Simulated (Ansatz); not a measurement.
cyclo-(H2SnO)4 (Sn4O4H8), 16 atoms. Hardware: 4 threads of Arm Neoverse V1 on a shared host.

In the def2 sets Sn takes a core potential; there is no spin–orbit coupling. Correlated methods freeze 20 core orbitals; core or outer-core shells of Sn are correlated, in sets that lack core-valence functions.

(1) How many basis functions does each of these Ansatz runs have, and roughly what does it cost? r2SCAN-D4/def2-TZVP, charge 0 singlet, energy and forces, from earlier orbitals; PBE0-D4/def2-TZVP, charge 1 doublet at the geometry of the charge 0 singlet, energy; PBE0-D4/def2-TZVP, charge 0 triplet at the geometry of the charge 0 singlet, energy; PBE0-D4/def2-TZVP, charge 0 singlet, energy, from earlier orbitals; r2SCAN-D4/def2-SVP, charge 0 singlet, relaxation, 19 steps; BHLYP-D4/def2-TZVP, charge 0 singlet, energy, from earlier orbitals; PBE-D4/def2-SVP, charge 0 singlet, energy, from earlier orbitals; PBE-D4/def2-TZVP, charge 0 singlet, energy, from earlier orbitals; PBE-D4/def2-TZVP, charge 1 doublet at the geometry of the charge 0 singlet, energy, from earlier orbitals; B97M-V/def2-TZVP, charge -1 doublet at the geometry of the charge 0 singlet, energy, from earlier orbitals; PBE0-D4/def2-TZVP, charge -1 doublet at the geometry of the charge 0 singlet, energy; MP2/def2-SVP, charge 0 singlet, energy, from earlier orbitals.

Results:

(1) Other jobs shared the machine, so times can vary by a factor of up to 3. A dash marks memory too small to be measured apart from the calling script's.

```csv
run,functions,fitting or Cholesky vectors,wall time,peak host memory (GiB)
"PBE-D4/def2-SVP, charge 0 singlet, energy, from earlier orbitals",200,2200,4.2 s,–
"MP2/def2-SVP, charge 0 singlet, energy, from earlier orbitals",200,2280,8.5 s,–
"PBE-D4/def2-TZVP, charge 0 singlet, energy, from earlier orbitals",372,2508,9.5 s,0.89
"r2SCAN-D4/def2-TZVP, charge 0 singlet, energy and forces, from earlier orbitals",372,2508,22 s,0.95
"BHLYP-D4/def2-TZVP, charge 0 singlet, energy, from earlier orbitals",372,2996,25 s,2.1
"PBE0-D4/def2-TZVP, charge 0 singlet, energy, from earlier orbitals",372,2800,25 s,2.1
"PBE-D4/def2-TZVP, charge 1 doublet at the geometry of the charge 0 singlet, energy, from earlier orbitals",372,2508,34 s,1.1
"PBE0-D4/def2-TZVP, charge -1 doublet at the geometry of the charge 0 singlet, energy",372,3116,61 s,2.9
"B97M-V/def2-TZVP, charge -1 doublet at the geometry of the charge 0 singlet, energy, from earlier orbitals",372,2508,1.7 min,1.6
"PBE0-D4/def2-TZVP, charge 0 triplet at the geometry of the charge 0 singlet, energy",372,3116,1.8 min,3.2
"r2SCAN-D4/def2-SVP, charge 0 singlet, relaxation, 19 steps",200,2200,2.1 min,–
"PBE0-D4/def2-TZVP, charge 1 doublet at the geometry of the charge 0 singlet, energy",372,3116,2.3 min,3.2
```
